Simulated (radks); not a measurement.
All-electron atom: Sm in [Xe] 4f6 6s2.

Calculated with a radial shooting solver on a logarithmic mesh with Libxc functionals: scalar-relativistic Kohn-Sham, r2SCAN, spin-polarised, spherical densities, finite nucleus; open shells are filled with parallel spins first (spin-orbit coupling, left out, can overturn this in heavy ions); meta-GGA in the generalised Kohn-Sham scheme; Fermi nuclear charge, rms radius 5.0819 fm; hard spherical wall at 6 bohr.

Energy parts (eV):
total: -283754.48
kinetic: 303317.20
electron-nucleus: -690962.42
Hartree: 110317.23
exchange-correlation: -6426.49

Orbitals (lengths in bohr, moments of r in powers of bohr; r(90%) holds 90 % of the orbital's charge):
orbital,occ.,eigenvalue (eV),<1/r>,<r>,r(90%)
1s up,1,-46741.55,68.81,0.02275,0.0411
1s down,1,-46741.55,68.81,0.02275,0.0411
2s down,1,-7655.740,15.95,0.09698,0.150
2s up,1,-7655.716,15.95,0.09698,0.150
2p down,3,-6825.527,14.95,0.08548,0.139
2p up,3,-6825.519,14.95,0.08548,0.139
3s up,1,-1683.215,5.842,0.2546,0.373
3s down,1,-1680.896,5.848,0.2544,0.373
3p up,3,-1422.273,5.500,0.2531,0.379
3p down,3,-1419.950,5.506,0.2529,0.378
3d up,5,-1068.849,5.211,0.2311,0.360
3d down,5,-1067.033,5.217,0.2308,0.360
4s up,1,-337.8503,2.440,0.5798,0.832
4s down,1,-331.8405,2.440,0.5795,0.832
4p up,3,-251.7186,2.246,0.6137,0.892
4p down,3,-245.6287,2.247,0.6134,0.891
4d up,5,-130.4313,1.971,0.6715,1.01
4d down,5,-124.2299,1.970,0.6720,1.01
5s up,1,-43.1345,0.9414,1.406,2.03
5s down,1,-39.9233,0.9132,1.441,2.08
5p up,3,-22.3686,0.7914,1.653,2.43
5p down,3,-20.0862,0.7621,1.707,2.52
4f up,6,-1.3119,1.371,0.9877,1.73
6s up,1,-0.7441,0.3587,3.414,4.61
6s down,1,-0.2307,0.3532,3.467,4.66
5d up,0,0.6664,0.4769,2.651,4.05
5d down,0,1.5470,0.4498,2.777,4.20
6p up,0,3.9582,0.3451,3.626,4.81
4f down,0,4.0278,1.274,1.145,2.17
6p down,0,4.4508,0.3443,3.657,4.84
7s up,0,19.8296,0.4123,3.504,5.14
7s down,0,20.8614,0.4100,3.537,5.18

The highest occupied level is 6s down at -0.231 eV. The spin density at the nucleus is 6.76 e/bohr^3 (1s 0.02, 2s -0.25, 3s -12.87, 4s -0.02, 5s 18.81, 6s 1.07).
